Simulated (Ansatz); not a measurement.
```yaml
crystal:
  periodic: [false, false, false]
  atoms:
    - {symbol: C, position_ang: [-1.076469, -0.076778, 0.672950]}
    - {symbol: N, position_ang: [0.050596, 0.181643, -0.316394]}
    - {symbol: C, position_ang: [1.124975, -0.938786, -0.243174]}
    - {symbol: Ge, position_ang: [0.624273, 1.353086, -1.439779]}
    - {symbol: Cl, position_ang: [-1.217117, 2.998091, -0.762801]}
    - {symbol: H, position_ang: [-1.707121, 0.760085, 0.530790]}
    - {symbol: H, position_ang: [-0.392510, -0.332355, 1.686897]}
    - {symbol: H, position_ang: [-1.360593, -1.011461, -0.016719]}
    - {symbol: H, position_ang: [1.217007, -1.054465, 0.985992]}
    - {symbol: H, position_ang: [2.071544, -0.743349, -0.665571]}
    - {symbol: H, position_ang: [0.569928, -1.886985, -0.598129]}
basis:
  gaussian: {orbitals: "6-31G*"}
magnetization: {spin_polarized: true, initial_magnetization: 0}
hamiltonian: {xc: {name: RPBE}, dispersion: d3bj}
relax: {f_tol: 0.001, max_steps: 3}
```

```sh
$ ansatz run in.yaml --threads 4 --pin off --events-out ev --progress --plain --max-ram 10444MiB
```

Output, abridged:

```
Functional definition: RPBE
1364 factors; their error is unknown
mean field evaluation 1: about -72681.0777 eV, gradient 4.4e1 eV
mean field evaluation 2: about -72628.6845 eV, gradient 1.0e2 eV
mean field evaluation 4: about -72689.7278 eV, gradient 9.3e0 eV
mean field evaluation 8: about -72690.1414 eV, gradient 3.0e-1 eV
mean field evaluation 16: about -72690.0693 eV, gradient 2.2e-3 eV
mean field -72690.06929035 eV, -2671.3107753217 hartree, gradient 4.7e-5 eV, S^2 0.000000; 0 other end points of the search recorded, 0 dependent functions left out
reference -72690.06932268 eV, -2671.3107765099 hartree; 37, 37 occupied and 74, 74 virtual orbitals, 1364 factors
relax step   1: F+E_penalty+E_count = -72691.58492556 eV  Δ(F+E_penalty+E_count) = +0.000e0 eV  max|allowed force component| = 4.364e0 eV/Å  Δτ_max = 0.0000 Å  (35 SCF iters, accepted)
1364 factors; their error is unknown
mean field -72691.94718423 eV, -2671.3797866491 hartree, gradient 7.2e-6 eV, S^2 0.000000; 0 other end points of the search recorded, 0 dependent functions left out
reference -72691.94721551 eV, -2671.3797877983 hartree; 37, 37 occupied and 74, 74 virtual orbitals, 1364 factors
relax step   2: F+E_penalty+E_count = -72693.47203847 eV  Δ(F+E_penalty+E_count) = -1.887e0 eV  max|allowed force component| = 2.705e0 eV/Å  Δτ_max = 0.1948 Å  (38 SCF iters, accepted)
1364 factors; their error is unknown
mean field evaluation 32: about -72692.3773 eV, gradient 1.8e-3 eV
mean field -72692.37726263 eV, -2671.3955917387 hartree, gradient 8.2e-6 eV, S^2 0.000000; 0 other end points of the search recorded, 0 dependent functions left out
reference -72692.37729346 eV, -2671.3955928716 hartree; 37, 37 occupied and 74, 74 virtual orbitals, 1364 factors
relax step   3: F+E_penalty+E_count = -72693.91200594 eV  Δ(F+E_penalty+E_count) = -4.400e-1 eV  max|allowed force component| = 8.207e-1 eV/Å  Δτ_max = 0.1580 Å  (32 SCF iters, accepted)
Error: geometry relaxation did not converge after 3 steps: max|allowed force component| = 8.21e-1 eV/Å (threshold 1.0e-3). Raise `relax.max_steps` over both its present limit and 3, loosen `relax.f_tol`, or start from a geometry closer to equilibrium. Where this run's directory can be resumed (`checkpoint.write`), a resume goes on for up to `relax.max_steps` more
```

Problem. What is wrong with this run?

Solution. The relaxation is allowed too few steps for its threshold. The calculation stopped without meeting its thresholds.
